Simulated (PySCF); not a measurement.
Compound: C8H9ClO.
Atom-mapped SMILES: `[CH2:1]=[CH:2][C:3]1([CH:4]=[CH2:5])[CH2:6][C@H:7]1[C:8](=[O:9])[Cl:10]`

Structure used (GFN2-xTB), in Å, numbered top down from 1:
```
atom  x, y, z in Å
C1    -2.2193   -1.3660   -0.6948
C2    -0.9477   -1.1651   -0.9985
C3    -0.0879   -0.1255   -0.3895
C4    -0.6516    0.5629    0.8006
C5    -0.8734    1.8606    0.8926
C6     0.8796    0.5787   -1.2814
C7     1.4200   -0.4858   -0.3569
C8     2.1871   -0.0539    0.8013
O9     2.1994    1.0028    1.3434
Cl10   3.2055   -1.3750    1.4336
H11   -2.7312   -0.7727    0.0432
H12   -2.7982   -2.1297   -1.1844
H13   -0.4690   -1.7689   -1.7585
H14   -0.8915   -0.0963    1.6253
H15   -0.6559    2.5396    0.0857
H16   -1.2855    2.2980    1.7849
H17    0.8713    0.3570   -2.3378
H18    1.1423    1.5955   -1.0344
H19    1.6961   -1.4469   -0.7668
```

Definitions: NICS(0) = −σiso at the ring centroid; NICS(1) = −σiso and NICS(1)zz = −σzz at ±1 Å along the ring normal z. Level: GIAO PBE0/pcSseg-1 (PySCF, non-relativistic, gas phase) on the GFN2-xTB geometry, one conformer.

Ring bond lengths (Å), with Mayer bond orders in brackets: C3–C6 1.492 (0.94), C6–C7 1.510 (0.89), C7–C3 1.551 (0.82).

Problem. What do the NICS probes read (ppm)?

Solution. 
```tsv
ring	type	NICS(0)	NICS(1), two faces	NICS(1)zz, two faces	rms pucker (Å)	centre to ring atoms, mean (Å)
C3–C6–C7	3-membered carbocycle; formal bonds all single	-42.2	-8.0 / -7.7	-18.2 / -22.4	0.00	0.88
```

Problem. What can be read from them?

Solution. 
- C3–C6–C7: mean NICS(1)zz -20.3 ppm, shielded. C3, C6, C7 have four or more neighbours, so the value isn't read as a sign of a π ring current. The two faces differ by 4.2 ppm, so no symmetry operation interchanges them. NICS(0) lies 34 ppm below the mean NICS(1).

Problem. What is the mean of the two in-plane components of NICS at the first NICS(1) probe listed for ring C3–C6–C7, 1 Å off the ring?

Solution. The isotropic value is a third of the trace: (3 × -8.0 − (-18.2))/2 = -2.9 ppm.

Problem. Give the inner angles of the rings and the Hirshfeld charges of the ring atoms.

Solution. 
- C3–C6–C7: C3 59.5° (+0.024 e), C6 62.2° (-0.070 e), C7 58.4° (-0.054 e); sum 180.0° against 180° for a flat convex ring.

Problem. How shielded are the nuclei of the rings and their hydrogens (means over atoms taken as equivalent)?

Solution. 
| atoms | environment | σ isotropic (ppm) |
| --- | --- | --- |
| C3 | allylic carbon | 139.3 |
| C6 | three-membered-ring carbon | 161.7 |
| C7 | sp3 carbon next to a carbonyl | 146.0 |
| H17 | methylene hydrogen | 30.48 |
| H18 | methylene hydrogen | 29.76 |
| H19 | methine hydrogen | 29.42 |
